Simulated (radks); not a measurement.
Results of a calculation; reference values are marked as such.
The table gives one normalised radial function P(r) = r R(r) of Ni in [Ar] 3d8 4s2 (r in bohr). Code: a radial shooting solver on a logarithmic mesh with Libxc functionals. Model: scalar-relativistic Kohn-Sham, LDA (Slater exchange, VWN5 correlation), spin-polarised, spherical densities, point nucleus; open shells are filled with parallel spins first; hard spherical wall at 4 bohr.

| r | P |
|---|---|
| 0.002916 | 0.0023 |
| 0.004212 | 0.0046 |
| 0.006086 | 0.0091 |
| 0.008794 | 0.0180 |
| 0.01271 | 0.0350 |
| 0.01836 | 0.0666 |
| 0.02652 | 0.1227 |
| 0.03832 | 0.2154 |
| 0.05493 | 0.3484 |
| 0.07936 | 0.5119 |
| 0.1147 | 0.6353 |
| 0.1657 | 0.5816 |
| 0.2394 | 0.2068 |
| 0.3459 | -0.4596 |
| 0.4997 | -1.0705 |
| 0.722 | -1.1932 |
| 1.043 | -0.8186 |
| 1.507 | -0.3508 |
| 2.16 | -0.0907 |
| 3.121 | -0.0111 |

Which n and l does it have? It may be an empty orbital.

Answer. n = 3, l = 1: the number of nodes gives n - l - 1 = 1, the rise at small r (about r^(l+1)) gives l, and the extent must fit the shell. The curve is that of 3p up; the table hardly tells the two spins apart. 3p up: eigenvalue -67.567 eV, 1 radial node at r = 0.272 bohr, <r> = 0.780 bohr, 90 % of the charge inside 1.21 bohr.
